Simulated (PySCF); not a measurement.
**Two-component Hartree-Fock for Si (silicon, neutral)**

Start: [Ne] 3s2 3p2; 3p1/2 filled at m_j = -1/2, +1/2. Calculated with PySCF 2.14 in x2c-TZVPPall-2c (5s6p3d1f, 45 functions): generalised Hartree-Fock with the X2C-1e Hamiltonian and a Gaussian nucleus; one run each with spin-orbit coupling (SO) switched off, then screened by Boettger's factors.

| spinor shell | electrons | ε, spin-free (eV) | ε, screened SO (eV) | weight of nominal j (screened SO) | rms radius, screened SO (bohr) |
| --- | --- | --- | --- | --- | --- |
| 1s1/2 | 2 | -1876.8 | -1876.8 | 1.000 | 0.129 |
| 2s1/2 | 2 | -168.19 | -168.18 | 1.000 | 0.612 |
| 2p1/2 | 2 | -115.73 | -116.43 | 0.855 | 0.597 |
| 3s1/2 | 2 | -14.731 | -14.728 | 0.999 | 2.38 |
| 3p1/2 | 2 | -8.088 | -8.092 | 0.512 | 2.98 |

(1) Where does 2p3/2 lie, and what is the 2p spin-orbit splitting (screened SO)?

```tsv
quantity	spin-free	screened SO
E (hartree)	-289.45087	-289.45151
M_J	0	0
⟨J²⟩	2.015	1.886
⟨L²⟩	2.011	2.018
⟨S²⟩	2.004	2.001
```

The determinant has a definite M_J but mixes levels of different J.

Each row is a mean over spinors that exchange with the open shell spreads, by up to 4.235 eV (3s1/2).

Rows whose weight is well below 1 are mixtures of j = l ± 1/2: exchange outweighs spin-orbit coupling there, and the label is only the starting occupation.

Without spin-orbit coupling the j labels of p, d and f shells carry no meaning; the spin-free column gives the mean over the occupied spinors of each nl shell.

Answers

(1) At -115.37 eV, 1.057 eV above 2p1/2.
